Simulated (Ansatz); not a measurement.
Cost and result for the atomization energy of C2H2O2SSe (`O=C[Se]C(=O)S`) (8 atoms, 7 bonds).

Total charge 0; spin multiplicity 1. Correlated methods include outer-core shells of Se, which these sets cover unevenly. Scalar relativity is left out up to krypton. Geometry: relaxed with PBE0-D4/def2-TZVP. It is one conformer, not always the lowest. Program: Ansatz. All runs use 4 threads of a server CPU on a shared host. Times are those of one run each, without the atoms' runs, and a repeat can differ threefold. Electronic energies, without spin–orbit coupling; frozen cores. CCSD(T)/CBS adds CCSD(T) − MP2 in def2-TZVPP to the MP2 limit, and its time is that of the two runs behind it. T1 = 0.017. With those shells the extrapolation isn't a true limit. B3LYP takes the VWN-RPA correlation (the form of Gaussian; ORCA's B3LYP/G).

CCSD(T)/CBS is a level of theory with its own doubt, some kJ/mol a heavy atom from the limit and from the frozen cores, so smaller differences don't rank the functionals.

```
                             level  functions  wall time
              revPBE-D4/def2-TZVPP        242      2.6 s
                BLYP-D4/def2-TZVPP        242      2.9 s
   PBE-D4/def2-TZVPP (with forces)        242      3.2 s
           CAM-B3LYP-D4/def2-TZVPP        242      6.5 s
 B3LYP-D4/def2-TZVPP (with forces)        242      7.5 s
r2SCAN-D4/def2-TZVPP (with forces)        242      8.5 s
               PBE-QIDH/def2-TZVPP        242       10 s
                ωB97X-V/def2-TZVPP        242       13 s
                  CCSD(T)/def2-SVP        116       16 s
  ωB97M-V/def2-TZVPP (with forces)        242       18 s
                    MP2/def2-QZVPP        447       46 s
                CCSD(T)/def2-TZVPP        242    6.2 min
                 CCSD(T)/CBS(def2)          –    6.9 min
```

Question: What atomization energy does each give, and how far from CCSD(T)/CBS? (Best estimate.)

Answer: The calculation gave: 
```csv
level,atomization (kcal/mol),difference from CCSD(T)/CBS,per bond
revPBE-D4/def2-TZVPP,771.5,23.8,3.4
BLYP-D4/def2-TZVPP,768.0,20.3,2.9
PBE-D4/def2-TZVPP (with forces),799.0,51.3,7.3
CAM-B3LYP-D4/def2-TZVPP,745.4,-2.3,-0.3
B3LYP-D4/def2-TZVPP (with forces),749.0,1.3,0.2
r2SCAN-D4/def2-TZVPP (with forces),762.1,14.4,2.1
PBE-QIDH/def2-TZVPP,740.7,-7.0,-1.0
ωB97X-V/def2-TZVPP,750.0,2.3,0.3
CCSD(T)/def2-SVP,693.9,-53.8,-7.7
ωB97M-V/def2-TZVPP (with forces),749.7,2.0,0.3
MP2/def2-QZVPP,770.4,22.7,3.3
CCSD(T)/def2-TZVPP,721.0,-26.7,-3.8
CCSD(T)/CBS(def2),747.7,0.0,0.0
```

In def2-TZVPP, CCSD(T) changes the Hartree–Fock value by +263.0 kcal/mol (the triples alone add +25.3 kcal/mol) and MP2 by +296.8 kcal/mol; breaking electron pairs costs correlation energy, which Hartree–Fock lacks. From PBE to PBE0 (25 % exact exchange), in def2-TZVPP and without D4, the atomization energy moves by −40.5 kcal/mol: exact exchange takes away binding that semilocal exchange gives to molecules. At CCSD(T), def2-SVP lies −53.7 kcal/mol from the extrapolated value and def2-TZVPP −26.7 kcal/mol: correlation converges slowly with the basis, and small sets miss more of it in the bonded molecule than in its fragments.
